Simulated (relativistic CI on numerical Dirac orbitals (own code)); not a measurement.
**d3 in a ligand field**

Computed with a parametric ligand-field model of a d^n configuration (Racah B and C, spin-orbit zeta, crystal field), exact diagonalisation.

Field parameters in Wybourne normalisation: Oh B⁴₀ = 21Dq, B⁴₄ = √(5/14) B⁴₀. The field is a parameter set, without covalency.

(1) Lowest levels for B = 970, C = 4270, ζ = 610 cm⁻¹, Oh, 10Dq = 30100 cm⁻¹?

(2) Lowest levels for B = 400, C = 1750, ζ = 100 cm⁻¹, Oh, 10Dq = 25450 cm⁻¹?

(3) Lowest levels for B = 770, C = 3020, ζ = 50 cm⁻¹, Oh, 10Dq = 20500 cm⁻¹?

(4) Lowest levels for B = 730, C = 2700, ζ = 300 cm⁻¹, Oh, 10Dq = 31200 cm⁻¹?

(5) Lowest levels for B = 560, C = 2560, ζ = 500 cm⁻¹, Oh, 10Dq = 13850 cm⁻¹?

Answers

(1) Γ8 0 (S 1.50), Γ8 20071 (S 0.51), Γ8 20858 (S 0.50), Γ6 21025 (S 0.50), Γ7 29827 (S 1.48), Γ8 29886 (S 1.41), Γ8 30299 (S 1.50), Γ6 30302 (S 1.50), Γ8 31069 (S 0.67) cm⁻¹, with S from ⟨S²⟩ = S(S + 1). The ground level has 0.00 electrons in the cubic e pair.

(2) Γ8 0 (S 1.50), Γ8 8468 (S 0.50), Γ8 8711 (S 0.50), Γ6 8725 (S 0.50), Γ8 13647 (S 0.50), Γ7 13680 (S 0.50), Γ7 25409 (S 1.50), Γ8 25434 (S 1.50), Γ8 25475 (S 1.50) cm⁻¹, with S from ⟨S²⟩ = S(S + 1). The ground level has 0.00 electrons in the cubic e pair.

(3) Γ8 0 (S 1.50), Γ8 14758 (S 0.50), Γ8 15447 (S 0.50), Γ6 15461 (S 0.50), Γ7 20479 (S 1.50), Γ8 20491 (S 1.50), Γ6 20513 (S 1.50), Γ8 20513 (S 1.50), Γ8 22547 (S 0.50) cm⁻¹, with S from ⟨S²⟩ = S(S + 1). The ground level has 0.00 electrons in the cubic e pair.

(4) Γ8 0 (S 1.50), Γ8 13752 (S 0.50), Γ8 14299 (S 0.50), Γ6 14362 (S 0.50), Γ8 21844 (S 0.50), Γ7 21968 (S 0.50), Γ7 31083 (S 1.50), Γ8 31160 (S 1.50), Γ8 31280 (S 1.50) cm⁻¹, with S from ⟨S²⟩ = S(S + 1). The ground level has 0.00 electrons in the cubic e pair.

(5) Γ8 0 (S 1.50), Γ8 11658 (S 0.59), Γ8 12182 (S 0.53), Γ6 12331 (S 0.56), Γ7 13667 (S 1.50), Γ8 13794 (S 1.49), Γ6 14088 (S 1.47), Γ8 14130 (S 1.44), Γ8 17710 (S 0.57) cm⁻¹, with S from ⟨S²⟩ = S(S + 1). The ground level has 0.00 electrons in the cubic e pair.
